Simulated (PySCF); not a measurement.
C₂H₇ClSSi. Atoms are numbered in the order given.

```xyz
12

C     -1.3880    -0.1689    -1.5515
Si    -0.3518    -0.0372     0.0000
C     -1.3880    -0.1689     1.5515
S      0.8540     1.7583     0.0000
Cl     1.0446    -1.5884     0.0000
H     -2.1138     0.6595    -1.6017
H     -0.7501    -0.1244    -2.4468
H     -1.9465    -1.1190    -1.5633
H     -0.7501    -0.1244     2.4468
H     -1.9465    -1.1190     1.5633
H     -2.1138     0.6595     1.6017
H     -0.2205     2.5843     0.0000
```

Geometry: B3LYP-D3(BJ)/def2-SVP. Other conformers were not sampled.

These are PySCF with HF/pcSseg-1 values and carry that method's errors.

GIAO shieldings, no solvent; atoms alike by connectivity are averaged. δ = σ(ref) − σ: ¹³C against TMS (σ = 192.6 ppm); ²⁹Si against TMS (σ = 393.8 ppm); ³³S against H2S (σ = 725.2 ppm); ³⁵Cl against HCl (σ = 958.2 ppm); ¹H against TMS (σ = 31.99 ppm), references at their B3LYP-D3(BJ)/def2-TZVP geometries, non-relativistic (without spin–orbit terms, shifts of atoms bonded to Cl or Br come out too high).

```json
[
 {"nucleus": "¹³C", "atoms": "C1, C3", "count": "2", "δ (ppm)": "9.8"},
 {"nucleus": "²⁹Si", "atoms": "Si2", "count": "1", "δ (ppm)": "41.7"},
 {"nucleus": "³³S", "atoms": "S4", "count": "1", "δ (ppm)": "4.4"},
 {"nucleus": "³⁵Cl", "atoms": "Cl5", "count": "1", "δ (ppm)": "-12.8"},
 {"nucleus": "¹H", "atoms": "H6, H7, H8, H9, H10, H11", "count": "6", "δ (ppm)": "0.83"},
 {"nucleus": "¹H", "atoms": "H12", "count": "1", "δ (ppm)": "0.61"}
]
```
